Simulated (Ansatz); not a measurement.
The cluster Al2O3, relaxed as a singlet with RKS PBE-D4/def2-SVP in Ansatz, starting from the GFN2-xTB geometry. Force threshold 0.02 eV/Å.

The structure comes from a short search, and lower isomers may exist.

Start:

```xyz
5

Al    1.017    0.947    0.956
Al   -1.016   -0.949   -0.955
O     1.962    1.829    1.840
O     0.002   -0.001   -0.001
O    -1.965   -1.826   -1.841
```

(1) Estimate the energy that the relaxation releases and the steps that it takes.

(2) Does the start keep its bonding and symmetry?

(3) Predict the relaxed structure.

Answers

(1) 13.0 kJ/mol, in 3 steps; 1.4 s on 4 threads of Arm Neoverse V1 on a shared host. No frequencies were taken in this run, so the end may be a saddle point.

(2) By distances, no bond broke or formed. The bond that changes most is Al1–O3, from 1.57 to 1.62 Å (atoms count from 1). Point group D∞h at the start, D∞h at the end, both within 0.05 Å.

(3) 
```xyz
5

Al    1.0237    0.9533    0.9613
Al   -1.0232   -0.9544   -0.9608
O     2.0013    1.8649    1.8777
O     0.0013   -0.0009   -0.0004
O    -2.0031   -1.8629   -1.8778
```
Bond lengths (bridged metal pairs left out): 4 × Al–O 1.62 to 1.70 Å.
